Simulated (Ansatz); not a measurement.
Total energies of WO₃ from Ansatz at PBE-D4/def2-TZVP, gas phase (1 Eh = 27.2114 eV = 2625.5 kJ/mol). The reference geometry is relaxed at PBE0-D4/def2-TZVP.

```xyz
4

W    -0.175   -0.059   -0.432
O    -0.754   -1.259    0.649
O    -0.609    1.469    0.215
O     1.538   -0.151   -0.433
```

```csv
state,geometry,energy (Eh)
charge 0 singlet,reference,-292.79540
charge 1 doublet,reference,-292.39568
charge 1 doublet,relaxed at PBE0-D4/def2-TZVP,-292.39761
charge 0 triplet,relaxed at PBE0-D4/def2-TZVP,-292.72852
charge 0 quintet,relaxed at PBE0-D4/def2-TZVP,-292.59483
```

In the def2 sets W takes a core potential; there is no spin–orbit coupling.

Q: Work out the vertical ionisation energy to the doublet.

A: E(charge 1 doublet) − E(charge 0 singlet) = -292.39568 − (-292.79540) = 0.39972 Eh = 10.88 eV. For comparison, −ε of the highest occupied level is 7.31 eV at this level, 3.57 eV less.

Q: How much does the charge 1 doublet relax, and what is the adiabatic ionisation energy?

A: Relaxation: -292.39568 − (-292.39761) = 0.00193 Eh = 0.05 eV. Adiabatic ionisation energy: 0.39779 Eh = 10.82 eV, without zero-point energy. 

Q: Which of the charge 0 states is lowest, and how far above it are the others?

A: The singlet. triplet: -292.72852 − (-292.79540) = 0.06688 Eh = 175.6 kJ/mol; quintet: -292.59483 − (-292.79540) = 0.20057 Eh = 526.6 kJ/mol.

The structure comes from a short search, and lower isomers may exist.
